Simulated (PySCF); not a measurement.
# NMR data sheet: C₄H₄F₂O₃

```
Formula                               : C4H4F2O3
SMILES                                : C[C@@H]1OC(=O)OC1(F)F
InChI                                 : InChI=1S/C4H4F2O3/c1-2-4(5,6)9-3(7)8-2/h2H,1H3/t2-/m0/s1
Point group of the computed structure : C1
Degrees of unsaturation               : 2
Carbon signals                        : 4
Proton signals                        : 2
```

Molfile (atoms numbered from 1):
```
C4H4F2O3
     RDKit          3D

 13 13  0  0  0  0  0  0  0  0999 V2000
   -1.5344   -0.5306    0.1902 C   0  0  0  0  0  0  0  0  0  0  0  0
   -0.3506    0.1191   -0.5070 C   0  0  2  0  0  0  0  0  0  0  0  0
    0.5730   -0.8524   -0.9718 O   0  0  0  0  0  0  0  0  0  0  0  0
    1.7707   -0.7033   -0.4093 C   0  0  0  0  0  0  0  0  0  0  0  0
    2.7143   -1.3806   -0.5893 O   0  0  0  0  0  0  0  0  0  0  0  0
    1.7597    0.3870    0.4379 O   0  0  0  0  0  0  0  0  0  0  0  0
    0.5339    0.9784    0.4341 C   0  0  0  0  0  0  0  0  0  0  0  0
    0.6229    2.2567    0.0063 F   0  0  0  0  0  0  0  0  0  0  0  0
    0.0452    1.0638    1.6854 F   0  0  0  0  0  0  0  0  0  0  0  0
   -1.1986   -1.1234    1.0379 H   0  0  0  0  0  0  0  0  0  0  0  0
   -2.2181    0.2372    0.5414 H   0  0  0  0  0  0  0  0  0  0  0  0
   -2.0477   -1.1786   -0.5139 H   0  0  0  0  0  0  0  0  0  0  0  0
   -0.6747    0.7271   -1.3597 H   0  0  0  0  0  0  0  0  0  0  0  0
  1  2  1  0
  2  3  1  0
  3  4  1  0
  4  5  2  0
  4  6  1  0
  6  7  1  0
  7  8  1  0
  7  9  1  0
  7  2  1  0
  1 10  1  0
  1 11  1  0
  1 12  1  0
  2 13  1  6
M  END
```

PySCF 2.14 calculation with GFN2-xTB geometry, B3LYP/pcJ-1 coupling constants (spin–dipole term only in couplings to heteroatoms) and GIAO PBE0/pcSseg-1 shieldings; no solvent model, one computed conformer, non-relativistic Hamiltonian, rapidly exchanging positions averaged.

Scale: ¹H and ¹³C against TMS; ¹⁹F against CFCl3; H2O for ¹⁷O (reference shieldings calculated alike).

| carbon | δC, type | δH (multiplicity, J in Hz) | HMBC from (abs. J ≥ 3 Hz) | span of the C tensor (ppm) |
| --- | --- | --- | --- | --- |
| C1 | 17.9, CH3 | 1.57 (dd, 7.0, 4.3) | – | 27 |
| C2 | 83.2, CH | 4.79 (dqd, 12.8, 7.0, 5.5) | H10/H11/H12 | 54 |
| C4 | 152.3, C | – | H13 | 201 |
| C7 | 133.7, C | – | H13, H10/H11/H12 | 18 |

Other nuclei:
```
atoms  nucleus              environment  δ (ppm)  σ (ppm)
   F8      ¹⁹F  fluorine of a CF2 group    -81.4    252.3
   F9      ¹⁹F  fluorine of a CF2 group   -101.3    272.2
   O5      ¹⁷O    ester carbonyl oxygen    316.7     19.3
   O6      ¹⁷O      ester alkoxy oxygen    222.2    113.9
   O3      ¹⁷O      ester alkoxy oxygen    181.3    154.8
```

Selected couplings (Hz, signed; the shortest-range and largest first, 30 at most; isotopes ¹³C, ¹⁹F, ¹H): ¹J(C7,F9) -328.7, ¹J(C7,F8) -328.7, ¹J(C2,H13) 165.2, ¹J(C1,H10) 137.7, ²J(F8,F9) 98.8, ²J(C2,F8) 35.6, ²J(C2,F9) 28.4, ³J(F8,H13) 12.8, ³J(C1,F9) 8.9, ³J(H10,H13) 7.0, ³J(F9,H13) 5.5, ³J(C4,F9) 4.8, ³J(C4,F8) 3.2, ³J(C1,F8) 2.7, ⁴J(F9,H10) 4.3.

1. Carbon types of the structure: 2 × C, 1 × CH, 1 × CH3, which accounts for all hydrogens.
2. δC 152.3: carbonate carbon; lone-pair donation from the attached heteroatom keeps it upfield of a ketone carbonyl.
3. δC 133.7: fully substituted sp3 carbon bonded to 2 F and O; 3 electronegative neighbours deshield it.
4. δC 83.2: sp3 CH bonded to O; pulled downfield by the heteroatom.
5. δC 17.9: methyl carbon; a saturated carbon with 1 carbon neighbour and no heteroatom attached.
6. δH 4.79: hydrogen on an sp3 CH bonded to O; its carbon carries O, which withdraws density.
7. The protons at 1.57 and 4.79 share a coupling of 7.0 Hz (vicinal).

Common functionals overestimate the size of one-bond C–F couplings by tens of Hz; these are unscaled. Splittings below 1 Hz are ignored in the labels, and close J values are merged. Unscaled 3J(H,H) at this level run about 10 % above measured values. Shifts are as computed. Against solution values, carbons near 30 ppm lie about +3 ppm off and those near 130 ppm about +5 ppm. Of 1211 compounds with measured shifts, 218 miss one by over three times the rms of a fit or turn the order of signals round; such compounds aren't used in these exercises. Unscaled 19F shifts against computed CFCl3 carry errors that often reach 10 to 50 ppm. Unscaled 17O shifts of doubly bonded oxygen tend to come out too high, by tens of ppm or more. Experimental scales use liquid or dissolved standards, which lie at an offset from isolated H2O (liquid H2O: subtract about 36 ppm). Only one conformer was computed, so three-bond couplings in flexible chains and rings are approximate.
